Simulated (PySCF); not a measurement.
Several molecules and their computed UV-vis stick spectra, shuffled. Level of theory: TDDFT PBE0/def2-SVPD, vertical, gas phase, core orbitals frozen in the response in PySCF. Geometries: GFN2-xTB; one conformer of each isolated species. Triplets are in the Tamm–Dancoff approximation.

A. `[H]/N=C(\C)CCC(F)(F)F`
B. `C#CC[Si](C)(C)[SiH3]`
C. `C#CC1=CC=CC=C1C#N`
D. `CC#C[SiH2]CC[SiH3]`
E. `CO[SiH2]C/C=C\Cl`

Lowest singlet levels (six at most, fewer where fewer were computed) with oscillator strengths:

1. 200 nm (f 0.097); 194 nm (f 0.003); 191 nm (f 0.247); 183 nm (f 0.005); 178 nm (f 0.000); 171 nm (f 0.004); T1 4.09 eV
2. 205 nm (f 0.000); 198 nm (f 0.012); 197 nm (f 0.001); 181 nm (f 0.031); 176 nm (f 0.028); 176 nm (f 0.016); T1 5.00 eV
3. 265 nm (f 0.069); 246 nm (f 0.142); 244 nm (f 0.000); 213 nm (f 0.502); 206 nm (f 0.000); 203 nm (f 0.168); T1 3.34 eV
4. 194 nm (f 0.002); 189 nm (f 0.029); 186 nm (f 0.007); 183 nm (f 0.007); 181 nm (f 0.003); 180 nm (f 0.001); T1 5.37 eV
5. 228 nm (f 0.002); 177 nm (f 0.038); 158 nm (f 0.051); 157 nm (f 0.031); 153 nm (f 0.029); 151 nm (f 0.060); T1 4.64 eV

Question: Which spectrum belongs to which structure?

Answer: 1 = E, 2 = D, 3 = C, 4 = B, 5 = A.
- A: S1 at 5.43 eV, HOMO→LUMO (98%); Löwdin shares by element: HOMO nitrogen 59%, carbon 20% or more, hydrogen 8% or more; LUMO carbon 48% or more, nitrogen 31% (atoms not listed hold the other 21%); HOMO -7.61 and LUMO -0.19 eV.
- B: S1 at 6.39 eV, HOMO→LUMO (48%), HOMO→LUMO+4 (26%), HOMO→LUMO+2 (12%); Löwdin shares by element: HOMO carbon 78% or more, silicon 8% or more; LUMO silicon 45%, carbon 13% or more, hydrogen 9% or more (atoms not listed hold the other 34%); HOMO -7.28 and LUMO 0.29 eV.
- C: S1 at 4.68 eV, HOMO→LUMO (53%), HOMO→LUMO+1 (22%), HOMO-1→LUMO (18%); Löwdin shares by element: HOMO carbon 66% or more (atoms not listed hold the other 34%); LUMO carbon 53% or more (atoms not listed hold the other 47%); HOMO -7.45 and LUMO -1.98 eV; point group Cs, 2 of its 6 listed states under f = 0.0005.
- D: S1 at 6.05 eV, HOMO-1→LUMO (50%), HOMO→LUMO+1 (23%); Löwdin shares by element: HOMO carbon 60% or more, silicon 9% or more (atoms not listed hold the other 31%); LUMO carbon 35% or more, silicon 19% or more (atoms not listed hold the other 46%); HOMO -7.49 and LUMO 0.12 eV.
- E: S1 at 6.20 eV, HOMO→LUMO (56%), HOMO→LUMO+1 (30%), HOMO→LUMO+2 (9%); Löwdin shares by element: HOMO carbon 62% or more, chlorine 24%; LUMO carbon 65% or more, chlorine 10% (atoms not listed hold the other 26%); HOMO -6.98 and LUMO -0.08 eV.
